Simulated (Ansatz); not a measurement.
Gas-phase electronic energies from Ansatz, PBE0-D4/def2-TZVP geometries. CCSD(T)/CBS is the MP2 limit (def2-TZVPP, def2-QZVPP) plus CCSD(T) − MP2 in def2-TZVPP, frozen cores. This one scheme is used for every species. For Mg outer-core shells are correlated without core-valence functions, which leaves a few kJ/mol of doubt a bond. Each species was taken in one conformer, which may not be the lowest.

`[NH2][Mg][O][SiH3]` + H₂S → `[NH2][Mg][SH]` + `O[SiH3]`  (ligand exchange at a Mg–O bond)

```tsv
species	CCSD(T)/CBS(def2) energy (Eh)
`[NH2][Mg][O][SiH3]`	-621.97224
H₂S	-398.97279
`[NH2][Mg][SH]`	-654.24476
`O[SiH3]`	-366.69042
```

Question: Work out ΔE.

Answer: ΔE = (-654.24476) + (-366.69042) − (-621.97224) − (-398.97279) = 0.00985 Eh = +25.9 kJ/mol.

Largest T1 diagnostic among the species: 0.011.

Leaving LDA and LC-ωPBE aside and taking each functional with its dispersion term where it has one, the values, not all of them listed here, spread over 13.6 kJ/mol, from HSE06-D4 to CAM-B3LYP-D4. At CCSD(T), def2-SVP lies +11.9 kJ/mol from the extrapolated value and def2-TZVPP −1.6 kJ/mol.
